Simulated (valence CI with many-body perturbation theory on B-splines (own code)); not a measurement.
# Ce¹⁸⁺: key properties

Level of theory: configuration interaction combined with many-body perturbation theory (CI+MBPT): four valence electrons over a frozen Dirac-Fock core [Kr], a basis of 7 s, 7 p, 8 d, 6 f, 4 g, 1 h functions for each j, with the one-electron correlation potential Σ1, the two-electron term Σ2, the three-electron term Σ3, Breit, model QED; selected CI, second order for the rest, scaled by the run's own slope (own B-spline code, finite nucleus).

No measured levels were compared; by estimate terms of the open shell hold to 2 to 4 % of their energy, and close levels can change places. Only levels of the ground parity were solved; by the run's estimate the other parity begins above the list, which can be wrong where configurations are misplaced.

Levels are named by their leading jj configuration (3d3/2^4 stands for four electrons in 3d with j = 3/2), which in mixed levels can hold well under half, so a name can repeat and another be missing.

Rates and lifetimes use the calculated energies. Strong lines usually hold to 10 to 20 %, long lifetimes can be off by a factor of two.

(1) What is the ground level?

(2) How well does LS coupling describe the low levels?

(3) What is the ionisation energy?

Results:

(1) (4d3/2^4) J=0, composition 54 % 4d⁴ ⁵D + 40 % 4d⁴ ³P + 5 % 4d⁴ ¹S.

(2) Among the lowest 20 levels the leading LS term, summed over configurations, holds 60 % on average. For single configurations the figures are 59 % in LS and 73 % in jj coupling. Terms mix most in the J = 2 level at 108050 cm⁻¹, where the leading one holds 36 %.

(3) 509.7 eV; NIST lists 509 ± 3 eV (theoretical).
